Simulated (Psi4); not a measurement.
Method: SAPT0/jun-cc-pVDZ, frozen core in Psi4.

Psi4 input:

```
molecule {
0 1
H 0.37192003 -0.00000000 0.00000000
H -0.37192003 0.00000000 -0.00000000
--
0 1
O 2.98306220 0.08059380 0.11489599
H 3.65649428 -0.00081227 -0.56821891
H 3.46596699 0.27601449 0.92446187
units angstrom
symmetry c1
no_reorient
no_com
}
set basis jun-cc-pvdz
set scf_type df
set freeze_core true
energy('sapt0')
```

Part of the output:

```
    SAPT Results
  --------------------------------------------------------------------------------------------------------
    Electrostatics                 -1.46148918 [mEh]      -0.91709830 [kcal/mol]      -3.83713930 [kJ/mol]
      Elst10,r                     -1.46148918 [mEh]      -0.91709830 [kcal/mol]      -3.83713930 [kJ/mol]

    Exchange                        1.55892997 [mEh]       0.97824333 [kcal/mol]       4.09297008 [kJ/mol]
      Exch10                        1.55892997 [mEh]       0.97824333 [kcal/mol]       4.09297008 [kJ/mol]
      Exch10(S^2)                   1.55671121 [mEh]       0.97685103 [kcal/mol]       4.08714473 [kJ/mol]

    Induction                      -0.41188124 [mEh]      -0.25845938 [kcal/mol]      -1.08139404 [kJ/mol]
      Ind20,r                      -0.44001165 [mEh]      -0.27611148 [kcal/mol]      -1.15525044 [kJ/mol]
      Exch-Ind20,r                  0.16634604 [mEh]       0.10438372 [kcal/mol]       0.43674147 [kJ/mol]
      delta HF,r (2)               -0.13821563 [mEh]      -0.08673161 [kcal/mol]      -0.36288508 [kJ/mol]

    Dispersion                     -0.47605144 [mEh]      -0.29872679 [kcal/mol]      -1.24987288 [kJ/mol]
      Disp20                       -0.54060671 [mEh]      -0.33923583 [kcal/mol]      -1.41936272 [kJ/mol]
      Exch-Disp20                   0.06455527 [mEh]       0.04050904 [kcal/mol]       0.16948984 [kJ/mol]
      Disp20 (SS)                  -0.27030336 [mEh]      -0.16961792 [kcal/mol]      -0.70968136 [kJ/mol]
      Disp20 (OS)                  -0.27030336 [mEh]      -0.16961792 [kcal/mol]      -0.70968136 [kJ/mol]
      Exch-Disp20 (SS)              0.03041023 [mEh]       0.01908271 [kcal/mol]       0.07984206 [kJ/mol]
      Exch-Disp20 (OS)              0.03414504 [mEh]       0.02142633 [kcal/mol]       0.08964778 [kJ/mol]

  Total HF                         -0.31444044 [mEh]      -0.19731435 [kcal/mol]      -0.82556326 [kJ/mol]
  Total SAPT0                      -0.79049188 [mEh]      -0.49604114 [kcal/mol]      -2.07543614 [kJ/mol]
```
